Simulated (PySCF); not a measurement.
Bonds: Cr1-O2 1.567 Å, Cr1-O3 1.567 Å, Cr1-O4 1.568 Å, Cr1-Br5 2.386 Å.

Total charge -1.

Geometry: PBE0-D3(BJ)/def2-SVP; GIAO shifts from PySCF 2.14.0 with density-fitted response routines, gas phase, non-relativistic, averaged over equivalent atoms.

At PBE0/pcSseg-1 (pcSseg-2 on Cr) (165 basis functions, 29 s wall time on 1 thread of an Arm Neoverse N1, shared host):
```csv
atoms,δ (ppm)
Cr1,177.6
O2/O3/O4,1285.7
Br5,-116.5
```

References, each an isolated molecule treated in the same way: ⁵³Cr (σ = -2892.95 ppm) against CrO4 2-; ¹⁷O (σ = 334.56 ppm) vs H2O; ⁷⁹Br (σ = 2584.45 ppm) vs HBr.

What do these become at PBE/pcSseg-1 (pcSseg-2 on Cr)?

Results:


| atoms | δ at PBE/pcSseg-1 (pcSseg-2 on Cr) | change |
| --- | --- | --- |
| Cr1 | 58.1 | -119.5 |
| O2/O3/O4 | 1066.5 | -219.2 |
| Br5 | -26.8 | +89.7 |

δ = σ(ref) − σ, references computed at the same level: ⁵³Cr (σ = -2363.86 ppm) against CrO4 2-; H2O for ¹⁷O (σ = 334.63 ppm); ⁷⁹Br (σ = 2551.78 ppm) vs HBr.

The largest change is at O2/O3/O4 (oxygen bonded to Cr). Cost: 165 basis functions, 38 s wall time on 1 thread of an Arm Neoverse N1, shared host.

Relativistic effects, spin–orbit coupling among them, are left out; they matter for Br and for the light atoms bonded to it. Unscaled 17O shifts of doubly bonded oxygen tend to come out too high, by tens of ppm or more. Experimental scales use liquid or dissolved standards, which lie at an offset from isolated H2O (liquid H2O: subtract about 36 ppm).
